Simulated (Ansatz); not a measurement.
Relaxation of Cl3GaH2 (6 atoms, charge 0, multiplicity 1), to a largest force component of 0.03 eV/Å in at most 50 steps.

These are results of RKS PBE-D4/def2-SVP (Ansatz), not measurements.

```xyz
6
Properties=species:S:1:pos:R:3:forces:R:3
Ga -0.886 0.137 0.052 0.33 -0.65 0.59
H 1.903 -0.013 -0.393 0.93 1.55 -1.74
Cl -1.429 -0.422 -1.936 -0.03 0.00 -0.01
Cl -0.862 2.184 0.663 -0.03 0.02 0.00
H 1.634 -0.451 0.098 -0.83 -1.47 1.64
Cl -0.361 -1.434 1.515 -0.38 0.55 -0.47
```

Problem. Where does it end, and by what steps?

Solution. The forces met the threshold. After 6 steps the energy has fallen by 0.141 eV; Cl6 moved furthest, 0.29 Å.

```tsv
step	energy less start (eV)	largest force component (eV/Å)	accepted
0	0.0000	1.738	yes
1	-0.1182	0.317	yes
2	-0.1252	0.215	yes
3	-0.1298	0.201	yes
4	-0.1379	0.091	yes
5	-0.1347	0.353	no
6	-0.1414	0.007	yes
```

```xyz
6
Properties=species:S:1:pos:R:3
Ga -0.799 0.061 0.112
H 1.721 0.145 -0.518
Cl -1.281 -0.464 -1.908
Cl -0.725 2.126 0.677
H 1.717 -0.401 0.029
Cl -0.632 -1.467 1.607
```

Time of the run: 14 s on 2 threads of Arm Neoverse V1, on a shared host, peak memory 0.14 GiB.
